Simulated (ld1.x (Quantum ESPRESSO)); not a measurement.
# Which change was made? (Zr, TM)

```
Element                 : zirconium (Zr)
Generator               : ld1.x (Quantum ESPRESSO) 7.5
Type                    : norm-conserving Troullier–Martins (Kleinman–Bylander form)
Functional              : PBE
Relativity              : scalar-relativistic
Frozen core             : [Kr]
Valence charge          : 4
Reference configuration : 4d2 5s1 5p0 (charge +1)
Partial waves           : 5s (bound): rc 3.25 bohr; 4d (bound): rc 2.90 bohr; 5p (bound, empty): rc 3.05 bohr
Local potential         : the p channel
Core correction         : none
```

Cutoffs, loose and tight: the cutoffs (Ry, on a coarse ladder) from which the occupation-weighted sum of valence levels, in a spherical-Bessel basis at the reference potential, stays within 10 and 1 mRy of its value at 400 Ry. They do not see the model core or the augmentation charge, which bear on the density cutoff. Test errors are all-electron minus pseudo excitation energies from the reference, over the configurations 4d2 5s2 5p0; 4d2 5s0 5p0; 4d1 5s0 5p0; 4d2 5s0 5p2; 4d1 5s2 5p1; 4d2 5s1 5p1; 4d2 5s0 5p1; variants that change the core or the reference have their own tests. The largest error is taken over the tests solved by every variant that gives reliable tests at all, those not shown here included: 4d1 5s0 5p0; 4d1 5s2 5p1; 4d2 5s0 5p0; 4d2 5s0 5p1; 4d2 5s0 5p2; 4d2 5s2 5p0.

The base gives: outcome: generated; cutoff, loose: 21 Ry; cutoff, tight: 25 Ry; bound ghosts: s; largest test error (meV): +297.

On the changes marked as counting shells twice: ld1.x takes every shell without a wave as core, so the model core holds the marked electrons as well and exchange and correlation see them twice. This cancels in the reference configuration, but the file is broken for other ones, and its errors say nothing about a proper core correction.

(1) After one change the result is: outcome: generated; cutoff, loose: 80 Ry; cutoff, tight: 140 Ry; bound ghosts: none; largest test error (meV): -669. Which change was it?
A. local potential the d channel
B. type PAW; waves now 5s (bound): rcut 2.85, rcutus 3.25 bohr; 5s channel at 1.2 Ry: rcut 2.85, rcutus 3.25 bohr; 5p (bound): rcut 2.65, rcutus 3.05 bohr; 5p channel at 0.4 Ry: rcut 2.65, rcutus 3.05 bohr; 4d (bound): rcut 2.50, rcutus 2.90 bohr; 4d channel at -0.15 Ry: rcut 2.50, rcutus 2.90 bohr; local potential all-electron potential smoothed inside 2.40 bohr (lloc = -1); core correction a·sin(br)/r model core, default radius (ld1.x builds one for every PAW set, though the input has nlcc=.false.); augmentation PSQ, inside the norm-conserving radii
C. core [Ar] 3d10, valence charge 12; reference 4s2 4p6 4d2 5s1 5p0; waves now 4s (bound): rc 1.25 bohr; 4d (bound): rc 2.15 bohr; 4p (bound): rc 2.10 bohr; core correction Bessel-smoothed model core inside 0.85 bohr (5s counted twice)
D. reference 4d1 5s0 5p0

## Answers

(1) C. The others give: local potential the d channel → outcome: generated; cutoff, loose: 21 Ry; cutoff, tight: 25 Ry; bound ghosts: s, p; largest test error (meV): +362 | type PAW; waves now 5s (bound): rcut 2.85, rcutus 3.25 bohr; 5s channel at 1.2 Ry: rcut 2.85, rcutus 3.25 bohr; 5p (bound): rcut 2.65, rcutus 3.05 bohr; 5p channel at 0.4 Ry: rcut 2.65, rcutus 3.05 bohr; 4d (bound): rcut 2.50, rcutus 2.90 bohr; 4d channel at -0.15 Ry: rcut 2.50, rcutus 2.90 bohr; local potential all-electron potential smoothed inside 2.40 bohr (lloc = -1); core correction a·sin(br)/r model core, default radius (ld1.x builds one for every PAW set, though the input has nlcc=.false.); augmentation PSQ, inside the norm-conserving radii → outcome: generated; cutoff, loose: 10 Ry; cutoff, tight: 12 Ry; bound ghosts: p; largest test error (meV): test run stopped at test 1 of 7 (negative rho) | reference 4d1 5s0 5p0 → outcome: generated; cutoff, loose: 21 Ry; cutoff, tight: 25 Ry; bound ghosts: none; largest test error (meV): +1209.
